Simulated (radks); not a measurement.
All-electron atom: the lithium ion Li2+ in 1s1 (the NIST ground configuration). Method: Dirac Kohn-Sham, SOGGA, spin-unpolarised, spherical densities, point nucleus; computed with a radial shooting solver on a logarithmic mesh with Libxc functionals.

Normalised radial functions P(r) = r R(r) (large component), r in bohr:

r         1s1/2
0.02465  0.2330
0.02869  0.2680
0.0334   0.3076
0.03889  0.3522
0.04527  0.4021
0.0527   0.4578
0.06135  0.5192
0.07142  0.5864
0.08315  0.6589
0.0968   0.7362
0.1127   0.8171
0.1312   0.8998
0.1527   0.9819
0.1778   1.0604
0.207    1.1314
0.241    1.1902
0.2805   1.2318
0.3266   1.2511
0.3802   1.2433
0.4461   1.2017
0.5194   1.1289
0.6046   1.0251
0.7039   0.8949
0.8195   0.7467
0.954    0.5915
1.111    0.4413
1.293    0.3069
1.505    0.1965
1.752    0.1143
2.04     0.0594

1s1/2: eigenvalue -97.882 eV, 0 radial nodes, <r> = 0.517 bohr, 90 % of the charge inside 0.924 bohr.
